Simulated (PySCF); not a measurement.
A structure optimised at PBE-D3(BJ)/def2-TZVP, used in a PySCF frequency run:

```xyz
7

Be    -0.0132     0.8216     0.0000
F      0.0280     2.2250     0.0000
O     -0.0861    -0.5694     0.0000
C      0.0431    -1.9539     0.0000
H     -0.9495    -2.4345     0.0000
H      0.5905    -2.2990    -0.8933
H      0.5905    -2.2990     0.8933
```

Question: Write its SMILES, formula and point group.

Answer: C[O][Be][F], CH₃BeFO, Cs

Question: What are its rotational constants (standard atomic weights)?

Answer: 149.71, 3.0132, 3.0103 GHz
